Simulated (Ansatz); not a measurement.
Start from `[F][Ge]([F])([SH])[Cl]` and change one atom or group to get `[CH3][Ge]([F])([F])[Cl]`.

Ansatz, PBE0-D4/def2-TZVP geometries, multiplicity 1. Each molecule was computed in one conformer, which needn't be the lowest.

Scalar relativity is left out up to krypton.

| property | `[F][Ge]([F])([SH])[Cl]` |
| --- | --- |
| HOMO–LUMO gap (PBE0/def2-TZVPP) / eV | 7.07 |
| HOMO–LUMO gap (ωB97M-V/def2-TZVPP) / eV | 11.38 |
| HOMO energy (PBE0/def2-TZVPP) / eV | -8.69 |
| LUMO energy (PBE0/def2-TZVPP) / eV | -1.62 |
| HOMO energy (ωB97M-V/def2-TZVPP) / eV | -10.90 |
| LUMO energy (PBE/def2-TZVPP) / eV | -2.62 |

**Question.** Give the same properties after the change, and the shifts. (Best estimate.)

**Answer.** Ansatz gave: 
| property | `[CH3][Ge]([F])([F])[Cl]` | shift |
| --- | --- | --- |
| HOMO–LUMO gap (PBE0/def2-TZVPP) / eV | 9.23 | 2.16 |
| HOMO–LUMO gap (ωB97M-V/def2-TZVPP) / eV | 13.47 | 2.09 |
| HOMO energy (PBE0/def2-TZVPP) / eV | -9.63 | -0.94 |
| LUMO energy (PBE0/def2-TZVPP) / eV | -0.40 | 1.22 |
| HOMO energy (ωB97M-V/def2-TZVPP) / eV | -11.90 | -1.00 |
| LUMO energy (PBE/def2-TZVPP) / eV | -1.47 | 1.15 |

With PBE0 the HOMO falls by 0.94 eV and the LUMO rises by 1.22 eV, so the gap widens by about 2.16 eV. PBE moves the HOMO by -0.82 eV and ωB97M-V by -1.00 eV. The zero-point energy changes by 71.7 kJ/mol with +6 modes.
